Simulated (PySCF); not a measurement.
A calculated (r2SCANh, PySCF 2.14, x2c-TZVPPall with one added diffuse shell each of s, p, d, f type, scalar relativity by spin-free X2C-1e) atom or ion has these occupied shells.

```tsv
shell	electrons	orbital energy (eV)	rms radius, mean of both spins (bohr)
1s α	1	-78290.6	0.0194
1s β	1	-78290.6	0.0194
2s α	1	-13792.4	0.0782
2s β	1	-13792.3	0.0782
2p α	3	-12001.3	0.0716
2p β	3	-12001.2	0.0716
3s α	1	-3257.8	0.200
3s β	1	-3257.8	0.200
3p α	3	-2730.5	0.202
3p β	3	-2730.5	0.202
3d α	5	-2134.1	0.184
3d β	5	-2134.0	0.184
4s α	1	-709.66	0.441
4s β	1	-709.55	0.441
4p α	3	-534.72	0.470
4p β	3	-534.62	0.470
4d α	5	-314.86	0.503
4d β	5	-314.74	0.503
5s α	1	-105.69	1.02
5s β	1	-104.93	1.02
4f α	7	-73.529	0.570
4f β	7	-73.372	0.570
5p α	3	-59.578	1.18
5p β	3	-58.617	1.18
5d α	5	-7.565	1.93
5d β	4	-6.415	1.93
6s α	1	-6.235	2.71
```

Task: Name the element and its charge.

Result: Pt (platinum, neutral), in [Xe] 4f14 5d9 6s1, high-spin 3D determinant.
